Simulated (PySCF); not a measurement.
Simulation results for BGeH₄

Computed with PySCF 2.14.0. Calculation on a computer-drawn molecule: vertical ionisation energy to the stated ion spin, frozen-core CCSD(T) at the basis limit and cheaper methods, single-reference cases, UHF for radicals, no spin-orbit; all values are single points at the evaluated structure, the first of each entry, which is the reference or a displaced copy of it and isn't optimised; the reference structure only sets the zero of the energies above reference; triples share is (T) over the correlation energy; on germanium a core potential holds 10 electrons, which the energies leave out, and 3d is frozen in MP2 and coupled-cluster steps.

### BGeH₄

Evaluated structure:
```xyz
6
BGeH4
B      1.2469    -1.4089    -0.8594
Ge     1.8964    -1.5791     1.0288
H      0.6763    -0.5010    -1.1691
H      1.4649    -2.2962    -1.6146
H      1.6871    -0.4938     2.1109
H      2.6776    -2.7723     1.5770
```

Reference structure:
```xyz
6
BGeH4
B      1.2463    -1.4181    -0.8460
Ge     1.8957    -1.5748     1.0367
H      0.6415    -0.4419    -1.1808
H      1.4668    -2.3031    -1.6199
H      1.6841    -0.5148     2.1131
H      2.6808    -2.7639     1.5813
```

Settings of this run: charge 0, multiplicity 2, ion multiplicity 1, diffuse functions no, basis cc-pVnZ, basis and core potential on germanium cc-pVnZ-PP ECP10MDF, reference is the Hartree-Fock double-zeta minimum, best is HF at quadruple zeta + MP2 correlation extrapolated from triple and quadruple zeta + CCSD(T) minus MP2 at triple zeta and basis step is the size of the change from the same recipe one zeta lower.

Results for BGeH₄: ionisation energy best 8.212 eV; ionisation energy basis step 0.02634 eV; energy above reference best 1.691 kcal/mol; energy above reference basis step 0.04734 kcal/mol; total energy HF triple zeta -320.3525 hartree; total energy CCSD(T) triple zeta -320.6065 hartree; total energy best -320.6337 hartree; T1 diagnostic at triple zeta 0.01769; D1 diagnostic at triple zeta 0.06653; spin squared at triple zeta 0.762; ion T1 diagnostic at triple zeta 0.00832; ion D1 diagnostic at triple zeta 0.01637; triples share at triple zeta 0.03143; basis functions triple zeta 125; dipole magnitude HF at triple zeta 0.3418 debye; dipole magnitude CCSD unrelaxed at triple zeta 0.7614 debye; dipole magnitude PBE at triple zeta 0.9932 debye; dipole magnitude r2SCAN at triple zeta 0.8336 debye; dipole magnitude B3LYP at triple zeta 0.8328 debye; dipole magnitude wB97X at triple zeta 0.8462 debye.

Drawn bonds:
| atom | other atom | order |
| --- | --- | --- |
| 1 | 2 | 1 |
| 1 | 3 | 1 |
| 1 | 4 | 1 |
| 2 | 5 | 1 |
| 2 | 6 | 1 |

Triple zeta:
| method | ionisation energy (eV) | energy above reference (kcal/mol) |
| --- | --- | --- |
| HF | 7.476 | 1.641 |
| PBE | 8.423 | 2.008 |
| r2SCAN | 8.529 | 1.862 |
| B3LYP | 8.339 | 1.544 |
| wB97X | 8.098 | 1.923 |
| MP2 | 8.088 | 1.695 |
| CCSD | 8.095 | 1.724 |
| CCSD(T) | 8.164 | 1.761 |
